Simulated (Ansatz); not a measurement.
Pulling on the Se2–H6 bond in H4SeSi (SMILES [SiH3][SeH]) (multiplicity 1 held, fragments rigid). Energies count from the point at 1.472 Å.
Geometry at that point (charge 0, multiplicity 1):
```xyz
6

Si    -1.41090    -0.55973     0.05077
Se     0.70615     0.32303    -0.02769
H     -1.63371    -1.31771     1.30126
H     -2.30799     0.61378     0.00171
H     -1.66953    -1.44568    -1.10514
H      1.35469    -0.99720     0.03287
```

Signs of static correlation in def2-SVP, with CASSCF(4,3), from Ansatz (a first-principles code) runs.

| R (Å) | T1 of restricted CCSD | ⟨S²⟩ of UHF | largest double amplitude of restricted CCSD | weight of the CASSCF reference in MRCISD | CASSCF natural occupations |
|---|---|---|---|---|---|
| 1.178 | 0.009 | 0.000 | 0.045 | 0.900 | 2.00 1.99 0.01 |
| 1.325 | 0.010 | 0.000 | 0.044 | 0.900 | 2.00 1.98 0.02 |
| 1.472 | 0.010 | 0.000 | 0.040 | 0.899 | 2.00 1.97 0.03 |
| 1.619 | 0.010 | 0.000 | 0.049 | 0.899 | 2.00 1.96 0.04 |
| 1.767 | 0.011 | 0.000 | ___ | 0.899 | 2.00 1.94 0.06 |
| 1.987 | 0.013 | 0.231 | 0.107 | 0.899 | 2.00 1.89 0.11 |
| 2.208 | 0.015 | 0.609 | ___ | 0.899 | 2.00 1.81 0.19 |
| 2.576 | 0.021 | 0.871 | 0.381 | 0.899 | 2.00 1.63 0.37 |
| 2.944 | 0.026 | 0.960 | 0.526 | 0.899 | 2.00 1.43 0.57 |
| 3.386 | 0.030 | 0.994 | 0.672 | 0.900 | 2.00 1.25 0.75 |
| 3.975 | 0.032 | 1.006 | 0.799 | 0.900 | 2.00 1.11 0.89 |
| 4.711 | 0.031 | 1.008 | 0.871 | 0.900 | 2.00 1.03 0.97 |

Problem. Complete the blanks.

Solution. 
- 1.767, largest double amplitude of restricted CCSD: 0.082
- 2.208, largest double amplitude of restricted CCSD: 0.232

Doubts at one or more of the structures used: active orbitals that take no part (SC-NEVPT2 on CASSCF(4,3)/def2-SVP); a restricted determinant that unrestricted orbitals would lower (R-CCSD(T)/def2-SVP); other coupled-cluster roots lie near (R-CCSD(T)/def2-SVP); a spin-contaminated determinant (U-CCSD(T)/def2-SVP); T1 above 0.05 (U-CCSD(T)/def2-SVP).
